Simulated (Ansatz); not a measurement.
`O[SiH](Cl)Br` → `ClBr` + `O[SiH]` at 298.15 K and 1 bar (silylene formation by 1,1-elimination).

Isolated molecules relaxed with PBE0-D4/def2-TZVP in Ansatz; ΔE leaves out vibrations. CBS: MP2 limit from def2 TZ/QZ plus the TZ coupled-cluster correction, frozen cores. This one scheme is used for every species. For Br outer-core shells are correlated without core-valence functions, which leaves a few kJ/mol of doubt a bond. Scalar relativity is left out up to krypton. One conformer a species, not always the lowest.

```tsv
species	CCSD(T)/CBS energy (Eh)	H − E (kJ/mol)	S (J/(mol·K))
`O[SiH](Cl)Br`	-3398.70645	86.2	332.7
`ClBr`	-3033.06727	12.1	239.7
`O[SiH]`	-365.43832	65.7	241.9
```

H − E and S are ideal-gas, rigid-rotor, harmonic terms from PBE0-D4/def2-TZVP, for one conformer and one mirror image of each species. 1 Eh = 2625.50 kJ/mol, R = 8.31446 J/(mol·K).

Task: By hand: ΔE, ΔH, ΔS and ΔG.

Result: ΔE = (-3033.06727) + (-365.43832) − (-3398.70645) = 0.20086 Eh = 527.4 kJ/mol. Δ(H − E) = 12.1 + 65.7 − 86.2 = -8.4, so ΔH = 519.0 kJ/mol. ΔS = 239.7 + 241.9 − 332.7 = 148.9 J/(mol·K). ΔG = 519.0 − 298.15 × (148.9)/1000 = 474.6 kJ/mol.

Task: By hand: the equilibrium constant, and the temperature at which ΔG would vanish if ΔH and ΔS stayed fixed.

Result: log₁₀ K = −ΔG/(RT ln 10) = -83.1. ΔG = 0 at ΔH/ΔS = 3486 K, far beyond where these terms or the molecules hold.

The number of gas molecules changes by +1, which sets the sign of ΔS. A doubt of 5 kJ/mol in ΔE shifts log₁₀ K by 0.9 here. Other conformers and mirror images would add mixing entropy, several J/(mol·K) or more a flexible species. These are equilibria of isolated gas molecules and say nothing of rates. Largest T1 diagnostic: 0.016 (customary marks: 0.02 for closed shells, 0.045 for open ones).
